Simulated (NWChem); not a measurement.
# sulfur difluoride (SF₂); SMILES FSF

```xyz
3

F      1.2275     0.0000    -0.4916
S      0.0000     0.0000     0.5530
F     -1.2275     0.0000    -0.4916
```
Atoms are numbered in this order, from 1.

All runs use the structure optimised with PBE0/def2-SVP.

Symmetry labels are those of C2v in the frame above (b1 and b2, or b-type labels, depend on it). States above −ε(HOMO) = 6.0 eV lie in this functional's continuum and hang on the basis.

### Question
List the 4 lowest vertical singlet excitations from PBE/def2-SVPD, TDA (NWChem).

### Answer
```csv
state,energy (eV),oscillator strength,symmetry,leading excitation (squared amplitude)
S1,3.30,0.000,a2,HOMO → LUMO (1.00)
S2,4.45,0.005,b2,HOMO → LUMO+1 (0.98)
S3,6.30,0.068,b2,HOMO → LUMO+2 (1.00)
S4,7.44,0.000,a2,HOMO → LUMO+4 (1.00)
```
